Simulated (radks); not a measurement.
Results of a calculation; reference values are marked as such.
The nuclear charge of the selenium ion Se2+ is varied continuously with 32 electrons held in [Ar] 3d10 4s2 4p2. Code: a radial shooting solver on a logarithmic mesh with Libxc functionals. Model: scalar-relativistic Kohn-Sham, r2SCAN, spin-unpolarised, spherical densities, finite nucleus; meta-GGA in the generalised Kohn-Sham scheme; Fermi nuclear charge, rms radius 4.14 fm. By the Hellmann-Feynman theorem dE/dZ = E(electron-nucleus)/Z, the electronic potential at the nucleus (averaged over a nucleus of fixed radius). The scalar-relativistic energy here is not variational (the density holds large components alone), so the two differ by a part that grows with Z.

| Z | E (hartree) | E(electron-nucleus)/Z (hartree) | HOMO | e(HOMO) (eV) | <r> HOMO (bohr) |
|---|---|---|---|---|---|
| 33 | -2260.82180 | -164.793 | 4p | -13.460 | 2.295 |
| 33.5 | -2344.16821 | -168.132 | 4p | -19.236 | 2.119 |
| 34 | -2429.18985 | -171.469 | 4p | -25.615 | 1.978 |
| 34.5 | -2515.88644 | -174.806 | 4p | -32.562 | 1.861 |
| 35 | -2604.25844 | -178.144 | 4p | -40.055 | 1.760 |

The central difference of E at Z = 34 is -171.718 hartree, to compare with the third column; the second derivative is -6.7 hartree.
